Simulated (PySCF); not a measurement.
# Dipole response of Re⁺ (rhenium, charge +1)

[Xe] 4f14 5d6, high-spin 5D determinant (an excited configuration). All numbers are calculated (PySCF 2.14, the spin-free X2C one-electron Hamiltonian (Gaussian nucleus), in ANO-RCC-VTZP (8s7p5d3f2g1h, 104 functions)). Coupled (time-dependent) response in atomic units; α is the mean over directions. The basis has no added diffuse functions, which lowers α and C₆.

| method | mean α (bohr³) | α xx, yy, zz | C₆ (like pair) | S(−4) |
| --- | --- | --- | --- | --- |
| PBE | 22.27 | 20.79, 20.79, 25.22 | 147.7 | 294.4 |

S(−4) is the Cauchy moment in α(ω) = α(0) + S(−4) ω² + …

Spin-orbit coupling is absent.

α(iu) at PBE:

| u (hartree) | α(iu) (bohr³) |
| --- | --- |
| 0 | 22.27 |
| 0.0500 | 21.56 |
| 0.100 | 19.76 |
| 0.200 | 15.31 |
| 0.300 | 11.85 |
| 0.500 | 8.118 |
| 0.750 | 6.044 |
| 1.00 | 4.887 |
| 1.50 | 3.465 |
| 2.00 | 2.577 |
| 3.00 | 1.572 |
| 5.00 | 0.7695 |

For an ion, C₆ is the dispersion term alone; charge-induced terms of lower order in 1/R come first.

The components differ because the open shell of this determinant is not spherical; for a pure term their mean is the scalar polarisability.

⟨L²⟩ = 7.87 against 6 for a pure D term, so this real determinant mixes terms. Spin-orbit coupling, absent here, splits the open shell strongly. The s, p, d and f populations moved away from the nominal configuration during the SCF.
